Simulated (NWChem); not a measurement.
Ionisation of HAs

SMILES: [AsH]
```xyz
2

As     0.0000     0.0000     0.0451
H      0.0000     0.0000    -1.4893
```
Charge 0, spin multiplicity 3.

All runs are NWChem calculations. The geometry was optimised at UPBE0/def2-SVP, a minimum by its harmonic frequencies.

Basis set: def2-TZVP. −ε marks an orbital energy of the parent.

The Hamiltonian is non-relativistic. B3LYP has NWChem's definition, with VWN1-RPA local correlation. This spin state was chosen for the runs; another may lie lower. The structure started from a generated list of species. The unpaired electrons of the parent sit in orbitals of symmetry b1 and b2 (C2v labels of the run); other states weren't searched. The stability of the SCF solutions was not checked. Open-shell Hartree-Fock references start from PBE0 orbitals.

Order these methods by the first vertical ionisation energy they give, lowest first: −ε(alpha HOMO) of PBE, −ε(alpha HOMO) of B3LYP, −ε(alpha HOMO) of PBE0, −ε(alpha HOMO) of HF.

−ε(alpha HOMO) of PBE (5.78 eV), −ε(alpha HOMO) of B3LYP (6.60 eV), −ε(alpha HOMO) of PBE0 (6.98 eV), −ε(alpha HOMO) of HF (9.91 eV)
